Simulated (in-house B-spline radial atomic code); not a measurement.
The numbers below are computed, except where a source is named.
## Softness against transferability: the 4p channel of Tc

Tc, [Kr] 4d5 5s2, non-relativistic LDA (VWN5), spherical and spin-unpolarised, from an all-electron radial atomic-structure program (B-spline basis) (atomic units). The all-electron 4p level is ε = -1.643231 hartree, its outermost node lies just inside 0.52 bohr and its outer maximum at 1.03 bohr.

Troullier-Martins pseudo-orbitals are made for several radii. The cutoffs (hartree) are the plane-wave energies beyond which the orbital holds less than the named kinetic energy per electron. The phase error is the difference, pseudo minus all-electron, of arctan(R P'/P) at R = 1.75 bohr for all radii, half a hartree below and above the level.

```csv
r_c (bohr),V_l(0) (hartree),cutoff for 10 mEh,for 1 mEh,for 0.1 mEh,phase error at ε − 0.5 (mrad),at ε + 0.5 (mrad)
0.77,-70.89,186,283,398,-8.1,-2.6
0.9,-19.75,59.2,111,198,-3.3,-0.9
1.03,-2.67,23.7,52,91.9,-2.2,-0.6
1.17,-0.86,24.5,46.9,66.4,-2.0,-0.5
1.3,-2.38,22,32.6,59.2,-2.7,-0.7
1.45,-4.02,17.3,26.5,48.4,-5.0,-1.2
```

**Question.** Which radius needs the lowest cutoff for 0.1 mEh while both phase errors stay within 3.4 mrad?

**Answer.** The radii within that limit are 0.9, 1.03, 1.17, 1.3 bohr; of these r_c = 1.3 needs the least, 59.2 hartree, that is 118 Ry or 1611 eV.

**Question.** What does the larger radius buy, and what does it cost?

**Answer.** From r_c = 0.77 to 1.45 bohr the cutoff for 1 mEh goes from 283 to 26.5 hartree, a factor of 10.68, against 3.55 for a pure 1/r_c² scaling, end to end; step by step it is 283, 111, 52, 46.9, 32.6, 26.5, and for 0.1 mEh 398, 198, 91.9, 66.4, 59.2, 48.4; the number of plane waves goes as the cutoff to the power 3/2, here a factor of 34.9. The larger of the two phase errors is least at r_c = 1.17 bohr, 2.0 mrad; it is 8.1 at the smallest radius and 5.0 at the largest. These errors test the reference atom alone. The smallest radius lies well inside the outer maximum, where the nodeless form must bend sharply to keep the norm, so it is both harder and scatters less well than the next. Large radii also let the cores of neighbours overlap, which an atom doesn't show.
